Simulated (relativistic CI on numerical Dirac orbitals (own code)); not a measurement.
**Se²⁹⁺: what numerical and physical settings do to a radial Dirac CI calculation**

Reference input:

```
atom Se  Z=34  charge=29  electrons=5
nucleus A=80  rms_radius_fm=4.1400
hamiltonian dirac-coulomb  breit=on  qed=on  c_scale=1
orbitals kli  potential=per-configuration
slater_scale 1
correlation none
mixing on
grid step=0.0125 r_max=3.9
scf mixing=0.4 start=green max_iterations=150 tolerance=2e-08 node_fill=0.05
configurations
  [He] 2s2 2p
  [He] 2s 2p2
end
```

Computed lowest total energy -1535.21396 Ha, first excitation 391123.7 cm⁻¹, 16 SCF steps. Runs with settings changed; * marks those that are bad on purpose:

| Changed | Outcome | Lowest level | ΔE (Ha) | First excitation (cm⁻¹) | SCF steps | Message |
| --- | --- | --- | --- | --- | --- | --- |
| node fill of the KLI weights 0.2 | converged | 2s2 2p 2P°_1/2 | -0.00118 | 391241.2 | 17 |  |
| QED terms off | converged | 2s2 2p 2P°_1/2 | -0.776 | 390271.6 | 16 |  |
| Breit term off, grid step 0.008, iteration limit 20 | converged | 2s2 2p 2P°_1/2 | -0.714 | 401235.4 | 16 |  |
| end of the grid at 0.12 bohr * | not converged |  |  |  | 15 | orbital 1s not found |
| grid step 0.3 * | converged | 2s 2p2 4P_1/2 | 106 | 697908.5 | 19 | orbitals of one symmetry overlap by 3.8e-01; an occupied orbital reaches the end of the grid |
